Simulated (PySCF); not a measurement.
## RhOBr, triplet: data card

Method: PySCF, UB3LYP, basis Rh def2-SVP with ECP28, O def2-SVP, Br def2-SVP (scalar-relativistic core potentials, no spin–orbit coupling, density fitting).

The structure is a minimum.

```xyz
3
charge 0 multiplicity 3, angstrom
Rh   -0.7031    0.0000   -0.5167
O    -2.2296    0.0000    0.1765
Br    1.3687    0.0000    0.6380
```

| Quantity | Value |
| --- | --- |
| Point group | Cs |
| Bond lengths | Rh–Br 2.372 Å, Rh–O 1.677 Å |
| Bond angles | Br–Rh–O 126.4° |
| Zero-point energy | 7.8 kJ/mol |
| Principal quadrupole moments (Buckingham, traceless) about the centre of mass | -5.20, 0.42, 4.78 D Å |
| Rotational constants | 0.7956, 0.05316, 0.04983 cm⁻¹ |
| Highest occupied level (α) | -7.40 eV |
| Enthalpy at 298.15 K above 0 K | 13.16 kJ/mol |
| Entropy at 298.15 K and 1 bar (electronic part: spin only) | 314.8 J/(mol K) |
| Atomisation energy without zero-point energy | 661 kJ/mol |
| Rotational symmetry number | 1 |
| Heat capacity Cp at 298.15 K | 50.5 J/(mol K) |
| Spin squared ⟨S²⟩ | 2.018 |
| Lowest empty level (β) | -4.60 eV |
| Dipole moment | 2.24 D |
| Principal polarisabilities | 34.9, 40.1, 79.3 bohr³ |

Harmonic modes (masses in u: Rh 102.906, O 15.995, Br 78.918):
```tsv
symmetry	ω (cm⁻¹)	IR (km/mol)	μ (u)
a'	101	8.9	20.88
a'	271	20.5	81.06
a'	939	69.4	18.03
```

Charges (e):
| atom | Mulliken | Löwdin | polar tensor | spin (Mulliken) | Mayer order to Rh1 |
| --- | --- | --- | --- | --- | --- |
| Rh1 | 0.45 | -0.15 | 0.96 | 1.22 | – |
| O2 | -0.27 | 0.00 | -0.53 | 0.76 | 1.99 |
| Br3 | -0.17 | 0.15 | -0.44 | 0.01 | 1.21 |

Mulliken populations on Rh1 (electrons outside its core potential): s 2.42, p 6.35, d 7.77, f 0.01.

Formally Rh is in oxidation state +3, d6, with 2 unpaired electrons (the high-spin count would be 4). The Mulliken spin on Rh is 1.22. The polar-tensor charge on Rh, 0.96, is far below the formal one.

This need not be the most stable arrangement of these atoms. With open d or f shells other occupations or spin states may lie lower.

The final relaxation and frequency run took roughly 100 core-seconds on a shared host.
